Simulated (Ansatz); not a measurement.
C$_{2}$HO$_{2}$, charge -1, singlet, at a GFN2-xTB geometry (a gas-phase anion, which may not be bound at this level); BHLYP/6-31G** run with Ansatz (a program for electronic structure).

The Ansatz input:
Ansatz 0.2 input:
```yaml
crystal:
  periodic: [false, false, false]
  atoms:
    - {symbol: C, position_ang: [0.31713830, 0.54782505, -0.19540831]}
    - {symbol: C, position_ang: [-0.03599745, -0.70869134, 0.06198081]}
    - {symbol: O, position_ang: [0.81236598, 1.62949696, 0.08359265]}
    - {symbol: O, position_ang: [-1.13968581, -1.34581562, 0.02327185]}
    - {symbol: H, position_ang: [0.93171368, -1.30425298, -0.05435090]}
basis:
  gaussian:
    orbitals: 6-31G__.json
hamiltonian:
  xc: {name: BHLYP}
total_charge: -1
```
The basis file holds 6-31G** in the JSON format of the Basis Set Exchange.

It wrote (shortened):

```
Functional definition: BHLYP
696 factors; their error is unknown
mean field evaluation 1: about -6176.5781 eV, gradient 3.1e1 eV
mean field evaluation 2: about -6174.1615 eV, gradient 4.9e1 eV
mean field evaluation 4: about -6178.6341 eV, gradient 2.3e0 eV
mean field evaluation 8: about -6178.6628 eV, gradient 2.4e-1 eV
mean field evaluation 16: about -6178.6630 eV, gradient 4.7e-5 eV
mean field -6178.66299778 eV, -227.0616771203 hartree, gradient 1.9e-5 eV, S^2 0.000000; 0 other end points of the search recorded, 0 dependent functions left out
reference -6178.66309450 eV, -227.0616806745 hartree; 15, 15 occupied and 50, 50 virtual orbitals, 696 factors
Total energy: -6178.66309450 eV, -227.0616806745 hartree
```
